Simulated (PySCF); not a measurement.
## V (vanadium, neutral) across methods

[Ar] 3d2 4s2 5s1, high-spin 4F determinant (an excited configuration). All numbers are calculated (PySCF 2.14, no relativity, point nucleus, in aug-cc-pVTZ). The B2PLYP total includes its PT2 part (frozen core); its orbital energies are those of the SCF part.

```csv
method,E (hartree),mean ε 4s α (eV),mean ε 4s β (eV),mean ε 5s α (eV),Σ⟨r²⟩ (bohr²),⟨S²⟩
wB97X-V,-943.434,-11.852,-11.397,-2.469,115.0,3.752
r2SCAN0,-943.513,-9.869,-9.364,-1.868,109.2,3.756
UHF,-942.59254,-11.489,-10.788,-2.349,120.2,3.754
PBE,-943.319,-9.071,-8.543,-1.651,109.4,3.751
PBE0,-943.361,-9.852,-9.316,-1.903,111.3,3.752
LDA,-941.384,-9.271,-8.730,-1.622,108.4,3.751
r2SCAN,-943.515,-9.120,-8.653,-1.638,108.6,3.757
B2PLYP,-943.330,-10.438,-9.935,-1.952,114.6,3.752
```

The outer electron is Rydberg-like, and this basis confines it to a smaller radius and binds it less than a complete one would.
